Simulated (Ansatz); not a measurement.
Reaction (ligand exchange at the Si–C bond): `N=C([SiH3])CN` + `F[SiH2]P` → `F[SiH2]P[SiH3]` + `N=CCN`

Gas-phase electronic energies from Ansatz, PBE0-D4/def2-TZVP geometries. CBS: MP2 limit from def2 TZ/QZ plus the TZ coupled-cluster correction, frozen cores. Functionals use def2-TZVPP. One conformer a species, not always the lowest.

| species | PBE-D4 energy (Eh) |
| --- | --- |
| `N=C([SiH3])CN` | -479.68957 |
| `F[SiH2]P` | -732.81040 |
| `F[SiH2]P[SiH3]` | -1023.37367 |
| `N=CCN` | -189.14440 |

(1) Work out ΔE.

Largest T1 diagnostic among the species: 0.013.

Results:

(1) ΔE = (-1023.37367) + (-189.14440) − (-479.68957) − (-732.81040) = -0.01810 Eh = -47.5 kJ/mol. CCSD(T)/CBS gives -43.2 kJ/mol.

Leaving LDA and LC-ωPBE aside and taking each functional with its dispersion term where it has one, the values, not all of them listed here, spread over 12.4 kJ/mol, from B97M-V to CAM-B3LYP-D4. LDA lies +5.0 kJ/mol from PBE without D4. At CCSD(T), def2-SVP lies +5.6 kJ/mol from the extrapolated value and def2-TZVPP +1.5 kJ/mol.
